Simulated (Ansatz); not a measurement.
Relaxation of CH$_{6}$OSSi (10 atoms, charge 0, multiplicity 1), to a largest force component of 0.03 eV/Å in at most 50 steps.

Theory: Ansatz, UKS PBE-D4/def2-SVP.

```xyz
10
Properties=species:S:1:pos:R:3
Si 0.115 1.429 0.108
S 2.021 0.409 -0.018
O -0.961 0.081 -0.265
C -0.822 -1.437 -0.409
H 0.266 -1.585 -0.411
H -0.127 1.968 1.492
H -0.035 2.485 -0.940
H 2.146 0.296 1.338
H -1.307 -1.915 0.468
H -1.296 -1.731 -1.364
```

Problem. Where does it end, and by what steps?

Solution. It converged. After 7 steps the energy has fallen by 0.619 eV; H6 moved furthest, 0.57 Å.

| step | energy less start (eV) | largest force component (eV/Å) | accepted |
| --- | --- | --- | --- |
| 0 | 0.0000 | 3.282 | yes |
| 1 | -0.4439 | 1.707 | yes |
| 2 | -0.5252 | 0.983 | yes |
| 3 | -0.5636 | 0.383 | yes |
| 4 | -0.5839 | 0.235 | yes |
| 5 | -0.6065 | 0.190 | yes |
| 6 | -0.6179 | 0.059 | yes |
| 7 | -0.6193 | 0.028 | yes |

```xyz
10
Properties=species:S:1:pos:R:3
Si 0.111 1.253 0.026
S 2.227 0.791 0.011
O -0.818 0.092 -0.745
C -0.826 -1.274 -0.373
H 0.206 -1.685 -0.282
H -0.302 1.421 1.466
H -0.090 2.498 -0.773
H 2.204 0.192 1.233
H -1.356 -1.438 0.594
H -1.357 -1.850 -1.158
```

The run took 18 s on 2 threads of AMD EPYC 7B13 (Zen 3), on a shared host, peak memory 0.19 GiB.
